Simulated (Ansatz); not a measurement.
Ideal-gas functions of `N=CNBCl` at 600 K and 1 bar, from an Ansatz frequency run at PBE0-D4/def2-TZVP.

Molar mass 90.32 g/mol, point group Cs (symmetry number 1), electronic degeneracy 1, moments of inertia 64.157, 185.991, 250.148 u Å². Harmonic wavenumbers (cm⁻¹, unscaled): 82, 166, 281, 372, 652, 718, 817, 827, 874, 964, 1076, 1150, 1219, 1321, 1437, 1523, 1760, 2651, 3052, 3540, 3632.

Use S(trans) = R[1.5 ln M + 2.5 ln T − 1.1517]; rotational temperatures θ = 24.2544 K / I; S(rot) = R[ln(√π/σ · √(T³/θAθBθC)) + 1.5]; for each mode x = 1.438777 ν̃/T, S = R[x/(eˣ − 1) − ln(1 − e⁻ˣ)] and H = RT x/(eˣ − 1); 1 cm⁻¹ = 0.0119627 kJ/mol; R = 8.31446 J/(mol·K).

Task: By hand: the entropy, in J/(mol·K).

Result: Translation 179.6. Rotation: θ = 0.378, 0.1304, 0.097 K, giving 119.2. Vibration, mode by mode: 21.85, 16.03, 11.75, 9.53, 5.40, 4.75, 3.94, 3.86, 3.53, 2.98, 2.41, 2.10, 1.84, 1.52, 1.21, 1.03, 0.65, 0.11, 0.05, 0.02, 0.01, in all 94.6. Electronic 0.0. Sum 393.4 J/(mol·K).

Task: By hand: H − E and G − E in kJ/mol, counted from the electronic energy.

Result: Zero-point energy ½ × 28114 × 0.0119627 = 168.2; thermal vibration 30.0; translation, rotation and pV give 4 RT = 20.0. H − E = 218.2 kJ/mol, and G − E = 218.2 − 600 × 393.4/1000 = -17.8 kJ/mol.

Vibration gives 24 % of the entropy, 21.9 J/(mol·K) of it from the mode under 150 cm⁻¹: soft modes count most, and the harmonic formula is weakest for them. The sum counts one conformer and one mirror image; others add a mixing term.
